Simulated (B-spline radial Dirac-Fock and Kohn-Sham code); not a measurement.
**Core-level shifts of praseodymium with charge state**

Method: Dirac-Fock ΔSCF + Breit + QED. Computed with a B-spline atomic structure program. Each ion is free and in its tabulated ground configuration. Electron correlation is not included.

Reference: Pr³⁵⁺, [Ar] 3d6, with 2p1/2 8070.6 eV, 2p3/2 7589.2 eV, 3s 2937.1 eV, 3p3/2 2667.9 eV, 3d 2410.9 eV, Kα1 (K-L3) 36069.0 eV, Kβ1 (K-M3) 40990.2 eV, Lℓ (L3-M1) 4652.0 eV. Shifts from it, in eV (a dash: the subshell is empty, belongs to an open shell averaged over j, or its hole state is left out as unreliable):

| ion | configuration | 2p1/2 | 2p3/2 | 3s | 3p3/2 | 3d | Kα1 | Kβ1 | Lℓ |
| --- | --- | --- | --- | --- | --- | --- | --- | --- | --- |
| Pr³⁶⁺ | [Ar] 3d5 | +123.0 | +122.3 | +90.8 | +90.2 | +99.6 | +3.57 | +35.67 | +31.46 |
| Pr³⁷⁺ | [Ar] 3d4 | +248.1 | +246.7 | +182.8 | +181.6 | +200.8 | +7.43 | +72.49 | +63.85 |
| Pr³⁸⁺ | [Ar] 3d3 | +375.3 | +373.1 | +276.0 | +274.3 | +303.6 | +11.59 | +110.45 | +97.17 |
| Pr³⁹⁺ | [Ar] 3d2 | +504.7 | +501.7 | +370.3 | +368.2 | +407.9 | +16.04 | +149.56 | +131.41 |
| Pr⁴⁰⁺ | [Ar] 3d1 | +636.1 | +632.3 | +465.8 | +463.3 | +513.7 | +20.82 | +189.81 | +166.56 |

Over this range L2 (2p1/2) moves by +636.1 eV and Kα1 by +20.8 eV: a line is a difference of two levels that shift in the same direction.
